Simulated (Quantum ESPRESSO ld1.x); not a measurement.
The run below uses ld1.x (Quantum ESPRESSO 7.5).

```
 &input
    atom='Os',
    iswitch=1,
    rel=1,
    dft='PZ',
    config='[Xe] 4f14 5d5 6p1 6s0 5f0',
    prefix='ld1',
    max_out_wfc=37,
    file_charge='ld1.rho',
 /
```

It prints (banner and zero overlaps left out):

```
     Program LD1 v.7.5 starts

     --------------------------- All-electron run ----------------------------

     scalar relativistic calculation

     atomic number is 76.00
     dft =PZ   lsd =0 sic =0 latt =0  beta=0.20 tr2=1.0E-14
     Exchange-correlation= PZ
                           (   1   1   0   0   0   0   0)
     mesh =2117 r(mesh) =  99.21276 a.u. xmin = -8.00 dx = 0.00800
     1 Ry =  13.60569312 eV, c = 137.03599908

     n l     nl                  e(Ry)          e(Ha)          e(eV)
     1 0     1S 1( 2.00)     -5427.2982     -2713.6491    -73842.1542
     2 0     2S 1( 2.00)      -946.6586      -473.3293    -12879.9464
     2 1     2P 1( 6.00)      -824.7795      -412.3897    -11221.6967
     3 0     3S 1( 2.00)      -221.5228      -110.7614     -3013.9712
     3 1     3P 1( 6.00)      -185.7446       -92.8723     -2527.1838
     4 0     4S 1( 2.00)       -47.9883       -23.9941      -652.9136
     4 1     4P 1( 6.00)       -36.2496       -18.1248      -493.2007
     3 2     3D 1(10.00)      -145.7231       -72.8615     -1982.6637
     5 0     5S 1( 2.00)        -8.3687        -4.1844      -113.8620
     5 1     5P 1( 6.00)        -5.3549        -2.6774       -72.8568
     4 2     4D 1(10.00)       -21.6787       -10.8394      -294.9542
     4 3     4F 1(14.00)        -5.4758        -2.7379       -74.5020
     5 2     5D 1( 5.00)        -1.9730        -0.9865       -26.8437
     6 1     6P 1( 1.00)        -1.1538        -0.5769       -15.6987
     6 0     6S 1( 0.00)        -1.7184        -0.8592       -23.3796
     5 3     5F 1( 0.00)        -0.3754        -0.1877        -5.1075

     final scf error:  1.6E-15 reached in  29 iterations

     Etot =  -34485.304524 Ry,  -17242.652262 Ha, -469196.470612 eV

     Ekin =   38222.224919 Ry,   19111.112460 Ha,  520039.862727 eV
     Encl =  -85374.037842 Ry,  -42687.018921 Ha,-1161572.959543 eV
     Eh   =   13321.766921 Ry,    6660.883460 Ha,  181251.872583 eV
     Exc  =    -655.258523 Ry,    -327.629261 Ha,   -8915.246379 eV
```

Run on one thread of a shared host, so times are rough (Intel(R) Xeon(R) Processor @ 2.60GHz): 0.51 s of CPU time, 1.7 s wall, 29 iterations on 2117 mesh points.
